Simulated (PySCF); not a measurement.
# Atomic charges by several schemes

Compound: 3-methyl-1-heptene, C8H16.
Structure used (GFN2-xTB), in Å, numbered top down from 1:
```
atom  x, y, z in Å
C1    -2.330    1.789    0.460
C2    -1.940    0.544    0.653
C3    -1.469   -0.380   -0.429
C4    -2.441   -1.556   -0.559
C5    -0.054   -0.890   -0.124
C6     0.975    0.237   -0.106
C7     2.387   -0.278    0.157
C8     3.411    0.851    0.161
H9    -2.326    2.238   -0.520
H10   -2.669    2.417    1.267
H11   -1.954    0.115    1.647
H12   -1.448    0.166   -1.378
H13   -2.125   -2.224   -1.357
H14   -3.442   -1.196   -0.786
H15   -2.480   -2.121    0.369
H16    0.228   -1.625   -0.882
H17   -0.056   -1.397    0.844
H18    0.703    0.961    0.665
H19    0.955    0.759   -1.067
H20    2.655   -1.007   -0.612
H21    2.411   -0.792    1.120
H22    4.412    0.463    0.333
H23    3.404    1.374   -0.793
H24    3.181    1.570    0.944
```

Density: PBE0/pcSseg-1 (PySCF); schemes: Mulliken, IAO, Hirshfeld and ESP-fitted. The structure is a single GFN2-xTB conformer in the gas phase; no vibrational or solvent corrections.

Problem. For which atoms does the sign change between the 4 schemes (beyond +0.03 e in one, beyond −0.03 e in another)?

Solution. C3, C6, C7, H20 and H21. Atomic charges aren't observables, and each scheme defines them in its own way.

Problem. At which atom do the 4 schemes differ most?

Solution. At C3: from -0.336 (Mulliken) to +0.493 e (ESP-fitted), 0.829 e apart.

Problem. Give the atomic charges in each scheme.

Solution. In e:

| atom | environment | Mulliken | IAO | Hirshfeld | ESP-fitted |
| --- | --- | --- | --- | --- | --- |
| C1 | terminal =CH2 carbon | -0.126 | -0.328 | -0.107 | -0.510 |
| C2 | alkene CH carbon | -0.178 | -0.128 | -0.030 | -0.176 |
| C3 | allylic carbon | -0.336 | -0.098 | -0.019 | +0.493 |
| C4 | methyl carbon | -0.179 | -0.414 | -0.118 | -0.623 |
| C5 | chain CH2 carbon | -0.176 | -0.248 | -0.066 | -0.457 |
| C6 | chain CH2 carbon | -0.226 | -0.249 | -0.070 | +0.123 |
| C7 | chain CH2 carbon | -0.273 | -0.244 | -0.066 | +0.214 |
| C8 | methyl carbon | -0.253 | -0.416 | -0.118 | -0.403 |
| H9 | vinylic hydrogen | +0.105 | +0.142 | +0.042 | +0.181 |
| H10 | vinylic hydrogen | +0.111 | +0.148 | +0.043 | +0.202 |
| H11 | vinylic hydrogen | +0.095 | +0.136 | +0.043 | +0.139 |
| H12 | methine hydrogen | +0.106 | +0.125 | +0.037 | -0.008 |
| H13 | methyl hydrogen | +0.111 | +0.137 | +0.040 | +0.147 |
| H14 | methyl hydrogen | +0.118 | +0.143 | +0.037 | +0.148 |
| H15 | methyl hydrogen | +0.102 | +0.134 | +0.038 | +0.149 |
| H16 | methylene hydrogen | +0.112 | +0.126 | +0.036 | +0.098 |
| H17 | methylene hydrogen | +0.106 | +0.122 | +0.034 | +0.095 |
| H18 | methylene hydrogen | +0.125 | +0.130 | +0.028 | -0.003 |
| H19 | methylene hydrogen | +0.108 | +0.123 | +0.033 | -0.018 |
| H20 | methylene hydrogen | +0.111 | +0.125 | +0.034 | -0.031 |
| H21 | methylene hydrogen | +0.112 | +0.127 | +0.034 | -0.031 |
| H22 | methyl hydrogen | +0.112 | +0.139 | +0.039 | +0.095 |
| H23 | methyl hydrogen | +0.105 | +0.135 | +0.037 | +0.086 |
| H24 | methyl hydrogen | +0.107 | +0.136 | +0.038 | +0.087 |

Mean size of the charges over all atoms: ESP-fitted 0.188 e, IAO 0.177 e, Mulliken 0.146 e, Hirshfeld 0.049 e. Each set sums to the total charge, 0, to within 0.001 e. The Hirshfeld scheme weights the molecular density at each point by an atom's share of the summed free-atom densities.

Problem. How many electrons does the Hirshfeld scheme count on C7?

Solution. Z − q = 6 − (-0.066) = 6.066.

Problem. Sum the charges by element.

Solution. 
| element | atoms | Mulliken | IAO | Hirshfeld | ESP-fitted |
| --- | --- | --- | --- | --- | --- |
| C | 8 | -1.746 | -2.126 | -0.594 | -1.338 |
| H | 16 | +1.746 | +2.126 | +0.593 | +1.338 |

Problem. How closely do the schemes follow one another over all atoms?

Solution. Correlation coefficient and root-mean-square difference: IAO with Hirshfeld 1.00, 0.142 e; Mulliken with IAO 0.89, 0.091 e; Mulliken with Hirshfeld 0.87, 0.113 e; Hirshfeld with ESP-fitted 0.67, 0.221 e; IAO with ESP-fitted 0.64, 0.198 e; Mulliken with ESP-fitted 0.29, 0.258 e.

The run behind these numbers computed NMR shieldings as well. Time: 37 s of wall time. Hardware: an Arm Neoverse V1 with one thread, no GPU, on a shared host.
